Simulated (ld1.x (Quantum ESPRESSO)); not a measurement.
# How hard is this lead ultrasoft potential?

| Quantity | Value |
| --- | --- |
| Element | lead (Pb) |
| Generator | ld1.x (Quantum ESPRESSO) 7.5 |
| Type | ultrasoft |
| Functional | PBE |
| Relativity | scalar-relativistic |
| Frozen core | [Xe] 4f14 5d10 |
| Valence charge | 4 |
| Reference configuration | 6s2 6p1.5 (charge +0.5) |
| Partial waves | 6s (bound): rcut 1.45, rcutus 1.90 bohr; 6s channel at 3.5 Ry: rcut 1.45, rcutus 1.90 bohr; 6p (bound): rcut 2.05, rcutus 2.45 bohr; 6p channel at 0.5 Ry: rcut 2.05, rcutus 2.45 bohr |
| Local potential | all-electron potential smoothed inside 1.80 bohr (lloc = -1) |
| Core correction | none |
| Augmentation charge | built from norm-conserving waves at rcut, not smoothed further |

The pseudo-atom Hamiltonian at the reference potential is diagonalised in spherical Bessel functions j_l(qr) that vanish at 20 bohr, with q² up to the cutoff. All-electron valence levels (Ry): 6s -1.1373, 6p -0.4799.

Q: How do the lowest levels (Ry) of each channel move with the cutoff, and are there ghosts?

A:

```
cutoff (Ry)     s #1     s #2     p #1     d #1     d #2    f #1  Σ f·Δε (mRy)
          8  -1.1290  -0.1724  -0.4798  -0.3201  -0.0302  0.0262          21.1
         10  -1.1350  -0.1734  -0.4799  -0.3995  -0.0353  0.0262           8.9
         15  -1.1368  -0.1739  -0.4799  -0.5376  -0.0417  0.0262           5.4
         18  -1.1370  -0.1740  -0.4799  -0.6054  -0.0443  0.0262           4.9
         25  -1.1379  -0.1943  -0.4799  -0.6511  -0.0459  0.0262           3.0
         30  -1.1386  -0.6197  -0.4799  -0.6646  -0.0464  0.0262           1.6
         40  -1.1393  -0.8888  -0.4799  -0.6715  -0.0466  0.0262           0.3
         45  -1.1393  -0.9034  -0.4799  -0.6720  -0.0466  0.0262           0.2
        400  -1.1394  -0.9106  -0.4799  -0.6723  -0.0466  0.0262           0.0
```

Result: ghost states, extra bound levels that the all-electron valence spectrum of the same l lacks: s at -12.4 eV, d at -9.1 eV (a true bound ghost makes a file unfit for plane-wave use); 10 mRy is reached at 10 Ry and 1 mRy at 35 Ry.

1 of 7 tests not solved or not reliable.
